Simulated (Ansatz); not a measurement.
`O[CH2][GeH3]` + `NB(O)F` → `NB(F)[O][GeH3]` + CH₃OH  (ligand exchange at a Ge–C bond)

Program: Ansatz. Geometries: PBE0-D4/def2-TZVP. ΔE: electronic, gas phase. CBS: MP2 limit from def2 TZ/QZ plus the TZ coupled-cluster correction, frozen cores. This one scheme is used for every species. Functionals use def2-TZVPP. B3LYP here is the variant with VWN-RPA as its local correlation; programs differ in this. For Ge outer-core shells are correlated without core-valence functions, which leaves a few kJ/mol of doubt a bond. Scalar relativity is left out up to krypton. Each species was taken in one conformer, which may not be the lowest.

| level | ΔE (kcal/mol) |
| --- | --- |
| B3LYP-D4 | -15.7 |
| B2PLYP | -16.1 |
| CCSD/def2-TZVPP | -15.8 |
| MP2/CBS(def2) | -14.8 |

(1) What does CCSD(T)/CBS give? (Estimate.)

Largest T1 diagnostic among the species: 0.012.

Answers

(1) The calculation gave: -14.6 kcal/mol. The listed levels differ from it by -1.1, -1.5, -1.2, -0.2 kcal/mol.

In def2-TZVPP, CCSD(T) changes the Hartree–Fock value by +4.0 kcal/mol (the triples alone add +0.3 kcal/mol) and MP2 by +3.9 kcal/mol.
